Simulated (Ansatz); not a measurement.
`CO[Si]Br` + HBr → `Br[Si]Br` + CH₃OH at 700 K and 1 bar (ligand exchange at the Si–O bond).

Program: Ansatz. Geometries: PBE0-D4/def2-TZVP. ΔE: electronic, gas phase. CCSD(T)/CBS adds triple-zeta CCSD(T) − MP2 to the extrapolated MP2 energy (def2 sets, frozen cores). This one scheme is used for every species. For Br outer-core shells are correlated without core-valence functions, which leaves a few kJ/mol of doubt a bond. Scalar relativity is left out up to krypton. Each species was taken in one conformer, which may not be the lowest.

| species | CCSD(T)/CBS energy (Eh) | H − E (kJ/mol) | S (J/(mol·K)) |
| --- | --- | --- | --- |
| `CO[Si]Br` | -2977.47730 | 170.5 | 412.9 |
| HBr | -2573.91920 | 36.5 | 223.7 |
| `Br[Si]Br` | -5435.76988 | 41.4 | 353.0 |
| CH₃OH | -115.61712 | 170.8 | 288.5 |

H − E and S are ideal-gas, rigid-rotor, harmonic terms from PBE0-D4/def2-TZVP, for one conformer and one mirror image of each species. 1 Eh = 2625.50 kJ/mol, R = 8.31446 J/(mol·K).

Q: By hand: ΔE, ΔH, ΔS and ΔG.

A: ΔE = (-5435.76988) + (-115.61712) − (-2977.47730) − (-2573.91920) = 0.00950 Eh = 24.9 kJ/mol. Δ(H − E) = 41.4 + 170.8 − 170.5 − 36.5 = 5.2, so ΔH = 30.1 kJ/mol. ΔS = 353.0 + 288.5 − 412.9 − 223.7 = 4.9 J/(mol·K). ΔG = 30.1 − 700 × (4.9)/1000 = 26.7 kJ/mol.

Q: By hand: the equilibrium constant, and the temperature at which ΔG would vanish if ΔH and ΔS stayed fixed.

A: log₁₀ K = −ΔG/(RT ln 10) = -2.0. ΔG = 0 at ΔH/ΔS = 6143 K, far beyond where these terms or the molecules hold.

The number of gas molecules stays the same, so ΔS is small and ΔH decides. A doubt of 5 kJ/mol in ΔE shifts log₁₀ K by 0.4 here. Other conformers and mirror images would add mixing entropy, several J/(mol·K) or more a flexible species. These are equilibria of isolated gas molecules and say nothing of rates. Largest T1 diagnostic: 0.012 (customary marks: 0.02 for closed shells, 0.045 for open ones).
